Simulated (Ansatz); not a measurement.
Relaxation of C3H8AlB (13 atoms, charge 0, multiplicity 1), to a largest force component of 0.015 eV/Å in at most 40 steps.

Method: RKS PBE0-D4/cc-pVDZ (Ansatz 0.2.0).

```xyz
13
Properties=species:S:1:pos:R:3:forces:R:3
C -1.633 0.757 0.789 -1.84 2.35 0.47
C -0.493 1.153 -0.104 -0.91 0.56 -1.22
B -0.716 2.636 -0.566 1.19 1.07 -2.45
C -1.077 4.203 -0.356 -1.52 -0.52 4.04
Al -0.445 4.217 -2.041 1.01 -2.04 -2.26
H -2.366 1.691 0.839 0.97 -1.89 0.28
H -1.318 0.546 1.808 -0.14 -0.29 0.36
H -2.205 -0.038 0.340 -0.46 -0.75 0.10
H 0.450 1.069 0.402 1.10 -0.07 0.32
H -0.476 0.477 -1.005 0.35 0.61 0.59
H -0.448 4.627 0.475 -0.69 0.07 -0.04
H -2.194 4.336 -0.176 0.93 0.15 0.18
H -0.001 4.843 -3.384 0.03 0.75 -0.38
```

Q: Where does it end, and by what steps?

A: It converged. The force dipped under the threshold on the way, but the program's further checks kept it going. After 22 steps the energy has fallen by 2.076 eV; H11 moved furthest, 1.94 Å.

```tsv
step	energy less start (eV)	largest force component (eV/Å)	accepted
0	0.0000	4.042	yes
1	-0.9509	1.503	yes
2	-1.1163	0.590	yes
3	-1.1164	0.600	yes
4	-1.1642	0.187	yes
5	-1.1865	0.214	yes
6	-1.2367	0.439	yes
7	-1.3404	1.013	yes
8	-1.4858	1.421	yes
9	-1.6336	1.311	yes
10	-1.7676	0.783	yes
11	-1.8830	0.653	yes
12	-1.9374	0.440	yes
13	-1.9863	0.452	yes
14	-2.0296	0.320	yes
15	-2.0618	0.133	yes
16	-2.0686	0.098	yes
17	-2.0698	0.120	yes
18	-2.0734	0.027	yes
19	-2.0747	0.009	yes
20	-2.0756	0.034	yes
21	-2.0758	0.029	yes
22	-2.0759	0.009	yes
```

```xyz
13
Properties=species:S:1:pos:R:3
C -1.424 0.945 1.036
C -0.477 1.187 -0.139
B -0.614 2.604 -0.794
C -1.456 3.783 -0.527
Al -0.062 3.934 -2.161
H -1.253 1.674 1.844
H -1.298 -0.061 1.466
H -2.477 1.044 0.728
H 0.570 1.045 0.182
H -0.633 0.419 -0.917
H -2.205 3.832 0.278
H -1.498 4.773 -1.045
H -0.094 5.337 -2.930
```

Whether the end is a true minimum wasn't checked by a vibrational analysis.

Time of the run: 44 s on 2 threads of Intel(R) Xeon(R) 6975P-C (Granite Rapids), with other jobs on the host, peak memory 0.28 GiB.
